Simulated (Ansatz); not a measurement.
Start from `FC(F)(F)C(Cl)Cl` and change one atom or group to get `[F][SnH2][O]C(F)(F)F`.

Ansatz, PBE0-D4/def2-TZVP geometries, multiplicity 1. Each molecule was computed in one conformer, which needn't be the lowest.

Elements past krypton have def2 core potentials.

```
                                          property  `FC(F)(F)C(Cl)Cl`
           HOMO–LUMO gap (ωB97M-V/def2-TZVPP) / eV              13.39
             HOMO–LUMO gap (B3LYP/def2-TZVPP) / eV               8.30
               HOMO–LUMO gap (PBE/def2-TZVPP) / eV               6.29
size of the dipole moment (ωB97M-V/def2-TZVPP) / D               1.31
             LUMO energy (ωB97M-V/def2-TZVPP) / eV               1.83
                HOMO energy (PBE0/def2-TZVPP) / eV              -9.28
```

Task: What does the change do to each property? (Estimate.)

Result: Ansatz gave: 
| property | `[F][SnH2][O]C(F)(F)F` | shift |
| --- | --- | --- |
| HOMO–LUMO gap (ωB97M-V/def2-TZVPP) / eV | 12.99 | -0.40 |
| HOMO–LUMO gap (B3LYP/def2-TZVPP) / eV | 8.30 | 0.00 |
| HOMO–LUMO gap (PBE/def2-TZVPP) / eV | 6.11 | -0.18 |
| size of the dipole moment (ωB97M-V/def2-TZVPP) / D | 4.06 | 2.75 |
| LUMO energy (ωB97M-V/def2-TZVPP) / eV | 0.52 | -1.31 |
| HOMO energy (PBE0/def2-TZVPP) / eV | -10.12 | -0.84 |

With PBE0 the HOMO falls by 0.84 eV and the LUMO falls by 0.77 eV, so the gap widens by about 0.07 eV. PBE moves the HOMO by -0.46 eV and ωB97M-V by -0.92 eV. Dipoles are sizes alone; their direction can turn.

B3LYP here is the variant with VWN-RPA as its local correlation; programs differ in this.
